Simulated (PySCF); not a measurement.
Compound: C4H12AlF2NO.
Geometry (PBE0-D3(BJ)/def2-SVP, Å), atoms numbered from 1 in this order:
```xyz
21
C4H12AlF2NO angstrom
C     -1.0083    1.3051   -0.5462
N     -0.6636   -0.0474   -0.0766
C     -0.8626   -1.0432   -1.1445
Al    -1.9482   -0.5318    1.5083
C      0.6870   -0.0992    0.4463
O      1.5901    0.2507   -0.5764
C      2.8856    0.3727   -0.1944
F      3.5596    0.8572   -1.2315
F      3.3991   -0.8342    0.1192
H     -0.8840    2.0171    0.2814
H     -0.3666    1.6026   -1.3889
H     -2.0611    1.3131   -0.8565
H     -0.6376   -2.0435   -0.7507
H     -1.9146   -1.0193   -1.4576
H     -0.2106   -0.8303   -2.0050
H     -1.4279   -2.0208    1.8158
H     -3.3544   -0.3639    0.7542
H     -1.5099    0.6188    2.5441
H      0.7627    0.6056    1.2941
H      0.8838   -1.1206    0.8100
H      3.0160    1.0354    0.6839
```

All values: PBE0/pcSseg-1 (PySCF, non-relativistic), on one gas-phase PBE0-D3(BJ)/def2-SVP geometry that isn't relaxed in the solvent. The solvent is an IEF-PCM continuum (Bondi radii, 1.10 Å for H, scaled by 1.2). The model holds no explicit solvent molecules, cavitation or dispersion.

| run | E − E(gas) (kcal/mol) | HOMO (eV) | HOMO–LUMO gap (eV) | dipole (D) |
| --- | --- | --- | --- | --- |
| gas | 0.00 | -7.64 | 8.01 | 3.03 |
| P | -8.74 | -7.93 | 8.33 | 3.55 |
| Q | -7.37 | -7.88 | 8.29 | 3.47 |

**Question.** The runs were made in chloroform and dichloromethane. Which run belongs to which solvent?

**Answer.** P = dichloromethane, Q = chloroform. The dielectric constants are 4.711 (chloroform), 8.93 (dichloromethane), and the energy falls further as ε rises. In this model the ground state sees the solvent through ε alone.

**Question.** How constant is the ratio of the lowering to (ε − 1)/(2ε + 1)?

**Answer.** 
```
        solvent  (ε − 1)/(2ε + 1)  E − E(gas) (kcal/mol)  ratio (kcal/mol)  polarisation term (kcal/mol)
     chloroform             0.356                  -7.37             -20.7                         -8.08
dichloromethane             0.420                  -8.74             -20.8                         -9.75
```

The ratio changes by +0.4 % in size from chloroform to dichloromethane. The polarisation term is half the interaction of the solute with the induced surface charges.

Time: 41 s wall; peak memory 1.3 GiB. Hardware: one thread of an Arm Neoverse V1, shared host. This is the whole shielding run at PBE0/pcSseg-1 in dichloromethane, SCF included.
